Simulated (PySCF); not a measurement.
Gas-phase reaction: SnH2Cl2 + SnH4 → 2 SnHCl + 2 H2

Energies from PySCF, thermal terms from the rigid-rotor harmonic-oscillator model, ideal gas at 1 bar. † marks an energy on the PBE0/def2-TZVP geometry and frequencies; other levels use their own. MP2 and CCSD(T) freeze the core. All species are closed-shell singlets. B3LYP is the form with VWN-RPA correlation. Sn: scalar-relativistic def2 core potential, no spin-orbit coupling. SnH2Cl2, SnHCl: computed as isolated molecules; such fragments, hydroxides, amides, oligomers or adducts are transient or little studied in the gas. MP2 isn't extrapolated to the basis-set limit. CCSD(T) isn't extrapolated to the basis-set limit.

```csv
level,"ΔH°(298 K), kJ"
B3LYP/def2-TZVP†,25
CCSD(T)/def2-SVP†,94
M06-2X/def2-TZVP†,58
MP2/def2-TZVPP†,74
PBE/def2-SVP,…
PBE/def2-TZVP†,43
PBE0/def2-SVP†,89
LDA/def2-TZVP†,…
ωB97M-V/def2-TZVP†,…
ωB97X-V/def2-TZVP†,…
```

**Question.** What belongs in the gaps?

**Answer.** 
- PBE/def2-SVP, ΔH°(298 K), kJ: 59
- LDA/def2-TZVP†, ΔH°(298 K), kJ: 124
- ωB97M-V/def2-TZVP†, ΔH°(298 K), kJ: 80
- ωB97X-V/def2-TZVP†, ΔH°(298 K), kJ: 99
